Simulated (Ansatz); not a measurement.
Basis-set extrapolation for C₂H₆N₂Si, SMILES `C=C1N[SiH]1N` (PBE0-D4/def2-TZVP geometry, frozen core, Ansatz). Multiplicity 1, RHF reference.

|  | def2-TZVPP | def2-QZVPP |
| --- | --- | --- |
| HF | -477.127012 | -477.145495 |
| MP2 correlation | -0.854403 | -0.914111 |
| CCSD(T) correlation | -0.926681 | not run |

Energies in hartree. Use E(X) = E(∞) + A·exp(−7.88·√X) for Hartree–Fock and E(X) = E(∞) + B·X^(−2.97) for correlation, with X = 3 and 4, and add CCSD(T) minus MP2 of the smaller set to the MP2 limit.

Question: What is the CCSD(T) energy at the basis-set limit?

Answer: HF limit: -477.145495 + (-0.018483) × 0.13774 = -477.14804. MP2 limit: -0.914111 + (-0.059708) × 0.74074 = -0.95834. Higher-order term: -0.926681 − (-0.854403) = -0.07228. Total: -478.17866 hartree, 3.40 eV below CCSD(T)/def2-TZVPP.
